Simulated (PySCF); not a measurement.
Two-dimensional NMR puzzle

Compound of formula C6H7Cl3Si. Correlations simulated from computed shifts and the bond graph:

HSQC (one-bond C–H):
| δH | δC |
| --- | --- |
| 6.55 | 132.4 |
| 6.07 | 132.4 |
| 0.41 | -5.3 |

COSY cross peaks (H two or three bonds apart, from the bond graph; peaks can be absent where the dihedral angle is near 90°):
| δH | δH |
| --- | --- |
| 6.55 | 6.07 |
| 4.57 | 0.41 |

HMBC (two and three bonds, from the bond graph):
| δH | δC |
| --- | --- |
| 6.55 | 141.7, 120.6, 109.2 |
| 6.07 | 141.7, 120.6, 109.2 |
| 4.57 | 109.2, 105.7, -5.3 |
| 0.41 | 105.7 |

Carbons without hydrogens: δ 141.7, 120.6, 109.2, 105.7.

PySCF 2.14.0 with density-fitted response routines calculation with PBE0/pcSseg-1 with gauge-including orbitals and GFN2-xTB structure; non-relativistic Hamiltonian, averaged over atoms made equivalent by symmetry, fast rotation or ring inversion, one conformer, no solvent.

Chemical shifts δ = σref − σ; TMS for 1H (σref 31.72) and 13C (σref 186.93), all at this level.

Exchangeable hydrogens are left out of these lists.

Task: Work out the connectivity.

Result: SMILES C=C(C#C[SiH2]C)C(Cl)(Cl)Cl.

Atom-mapped SMILES (the numbers label the heavy atoms): `[CH2:1]=[C:2]([C:3]#[C:4][SiH2:5][CH3:6])[C:7]([Cl:8])([Cl:9])[Cl:10]`; H(Xn) means a hydrogen on atom n. Ha(C1) is cis to C3; Hb(C1) is trans to C3.

1. δC 141.7 is C2, a fully substituted alkene carbon.
2. δC 132.4 is C1, a terminal =CH2 carbon (δH 6.07, 6.55).
3. δC 120.6 is C7, an allylic fully substituted sp3 carbon bonded to 3 Cl.
4. δC 109.2 is C3, an alkyne carbon.
5. δC 105.7 is C4, an alkyne carbon.
6. δC -5.3 is C6, a methyl carbon bonded to Si (δH 0.41).
7. HMBC from δH 6.55 reaches the proton-free carbons C2, C7, C3.
8. HMBC from δH 6.07 reaches the proton-free carbons C2, C7, C3.
9. HMBC from δH 4.57 reaches the proton-free carbons C3, C4.
10. HMBC from δH 0.41 reaches the proton-free carbon C4.
11. COSY links 6.55–6.07, 4.57–0.41.

The shifts were computed for this structure.

Carbons that carry Cl, above all several Cl atoms, come out too deshielded, partly because spin–orbit coupling is missing. Shifts are as computed. Against solution values, carbons near 30 ppm lie about +3 ppm off and those near 130 ppm about +5 ppm; carbons on Cl a further +6 ppm. Of 1309 compounds with measured shifts, 239 miss one by over three times the rms of a fit or turn the order of signals round; such compounds aren't used in these exercises.
